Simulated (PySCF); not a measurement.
C₃H₁₁NOSi₂.
SMILES with atom numbers: `[OH:1][CH2:2][C@@H:3]1[CH2:4][SiH2:5][NH:6][SiH2:7]1` (hydrogens: H8 on O1; H9, H10 on C2; H11 on C3; H12, H13 on C4; H14, H15 on Si5; H16 on N6; H17, H18 on Si7)

The calculation used TDDFT PBE0/def2-SVPD, vertical, gas phase, core orbitals frozen in the response in PySCF 2.14.0, density-fitted response routines. Isolated species at its PBE0-D3(BJ)/def2-SVP geometry (one conformer only).

Orbital energies (eV): HOMO-3 -8.74, HOMO-2 -8.38, HOMO-1 -7.81, HOMO -7.10, LUMO 0.33, LUMO+1 0.45, LUMO+2 0.60.

Lowest singlets, with some entries withheld (?).

| state | E (eV) | f | main configurations (H = HOMO, L = LUMO) |
| --- | --- | --- | --- |
| S1 | 6.09 | 0.0050 | H→L (78%), H→L+1 (19%) |
| S2 | 6.50 | 0.013 | H→L+2 (55%), H→L+1 (37%) |
| S3 | 6.74 | 0.0002 | H→L+2 (34%), H→L+1 (32%), H→L (12%) |
| S4 | 6.91 | 0.0017 | H-1→L (39%), H-1→L+1 (20%) |
| S5 | 7.16 | 0.0022 | H→L+3 (67%), H-1→L+1 (13%) |
| S6 | ? | 0.013 | H-1→L+1 (39%), H-1→L (35%), H→L+3 (16%) |
| S7 | ? | 0.019 | H-1→L+2 (71%), H-1→L (8%) |
| S8 | ? | 0.0094 | H→L+4 (76%), H→L+5 (12%) |
| S9 | ? | 0.0024 | H-2→L (31%), H-2→L+1 (23%), H-1→L+2 (16%) |
| S10 | ? | 0.0076 | H→L+5 (46%), H→L+6 (17%), H→L+7 (11%) |

Q: What stands in place of each question mark?

A: 
- S6: E = 7.16 eV
- S7: E = 7.30 eV
- S8: E = 7.37 eV
- S9: E = 7.63 eV
- S10: E = 7.63 eV

Q: What is the vertical ionisation energy by ΔSCF at this level?

A: 8.90 eV; −ε(HOMO) is 7.10 eV.

Q: What is the mean static polarisability from the same response equations?

A: 98.6 au (14.61 Å³), with principal values 83.7, 98.3 and 113.7 au.

Q: How far apart are S1 and S5, in eV and cm⁻¹?

A: 7.155 − 6.092 = 1.063 eV, or about 8580 cm⁻¹.

Without π bonds the low states are Rydberg-like; a valence basis with one diffuse set may place them up to an eV too high.
